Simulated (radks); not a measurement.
Task: The cadmium ion Cd4+, configuration [Kr] 4d8 (the NIST ground configuration). All-electron calculation, Dirac Kohn-Sham, BLYP, spin-unpolarised, spherical densities, point nucleus; open shells fill j = l - 1/2 first. Program: a radial shooting solver on a logarithmic mesh with Libxc functionals. Some entries of the table are withheld. Estimate them.

| orbital | occ. | eigenvalue (eV) | <1/r> (bohr^-1) |
|---|---|---|---|
| 1s1/2 | 2 | -26569.12 | (1) |
| 2s1/2 | 2 | -3990.560 | 11.69 |
| 2p1/2 | 2 | -3719.119 | 11.68 |
| 2p3/2 | 4 | -3526.556 | 10.94 |
| 3s1/2 | 2 | -788.1246 | 4.105 |
| 3p1/2 | 2 | (2) | 4.012 |
| 3p3/2 | 4 | (3) | 3.832 |
| 3d3/2 | 4 | -452.4707 | 3.672 |
| 3d5/2 | 6 | -445.4766 | 3.626 |
| 4s1/2 | 2 | -159.1472 | 1.598 |
| 4p1/2 | 2 | -123.8729 | 1.483 |
| 4p3/2 | 4 | -117.8222 | 1.427 |
| 4d3/2 | 4 | (4) | 1.155 |
| 4d5/2 | 4 | (5) | 1.142 |

Result: 
(1) 1s1/2 <1/r> (bohr^-1): 50.65
(2) 3p1/2 eigenvalue (eV): -679.3739
(3) 3p3/2 eigenvalue (eV): -644.9737
(4) 4d3/2 eigenvalue (eV): -62.7992
(5) 4d5/2 eigenvalue (eV): -61.9676
